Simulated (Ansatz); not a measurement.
`F[SiH](Cl)[GeH2][Cl]` + HBr → `[Cl][GeH2][Br]` + `F[SiH2]Cl` at 500 K and 1 bar (cleavage of the Ge–Si bond).

Computed with Ansatz on PBE0-D4/def2-TZVP structures; ΔE is electronic, products minus reactants. CCSD(T)/CBS is the MP2 limit (def2-TZVPP, def2-QZVPP) plus CCSD(T) − MP2 in def2-TZVPP, frozen cores. This one scheme is used for every species. For Br, Ge outer-core shells are correlated without core-valence functions, which leaves a few kJ/mol of doubt a bond. Scalar relativity is left out up to krypton. One conformer a species, not always the lowest.

```json
{"species": "`F[SiH](Cl)[GeH2][Cl]`", "CCSD(T)/CBS energy (Eh)": "-3386.49998", "H − E (kJ/mol)": "130.9", "S (J/(mol·K))": "456.9"}
{"species": "HBr", "CCSD(T)/CBS energy (Eh)": "-2573.91920", "H − E (kJ/mol)": "30.5", "S (J/(mol·K))": "213.7"}
{"species": "`[Cl][GeH2][Br]`", "CCSD(T)/CBS energy (Eh)": "-5110.48619", "H − E (kJ/mol)": "78.2", "S (J/(mol·K))": "357.4"}
{"species": "`F[SiH2]Cl`", "CCSD(T)/CBS energy (Eh)": "-849.96195", "H − E (kJ/mol)": "83.3", "S (J/(mol·K))": "315.2"}
```

H − E and S are ideal-gas, rigid-rotor, harmonic terms from PBE0-D4/def2-TZVP, for one conformer and one mirror image of each species. 1 Eh = 2625.50 kJ/mol, R = 8.31446 J/(mol·K).

Q: By hand: ΔE, ΔH, ΔS and ΔG.

A: ΔE = (-5110.48619) + (-849.96195) − (-3386.49998) − (-2573.91920) = -0.02896 Eh = -76.0 kJ/mol. Δ(H − E) = 78.2 + 83.3 − 130.9 − 30.5 = 0.1, so ΔH = -75.9 kJ/mol. ΔS = 357.4 + 315.2 − 456.9 − 213.7 = 2.0 J/(mol·K). ΔG = -75.9 − 500 × (2.0)/1000 = -76.9 kJ/mol.

Q: By hand: the equilibrium constant, and the temperature at which ΔG would vanish if ΔH and ΔS stayed fixed.

A: log₁₀ K = −ΔG/(RT ln 10) = 8.0. ΔH and −TΔS have one sign here, so there is no such temperature.

The number of gas molecules stays the same, so ΔS is small and ΔH decides. A doubt of 5 kJ/mol in ΔE shifts log₁₀ K by 0.5 here. Other conformers and mirror images would add mixing entropy, several J/(mol·K) or more a flexible species. Modes under 60 cm⁻¹, often nearly free rotors, make the harmonic entropy too high. These are equilibria of isolated gas molecules and say nothing of rates. Largest T1 diagnostic: 0.011 (customary marks: 0.02 for closed shells, 0.045 for open ones).

ΔS is within the doubt of such terms, so its sign, and with it that verdict, could turn.
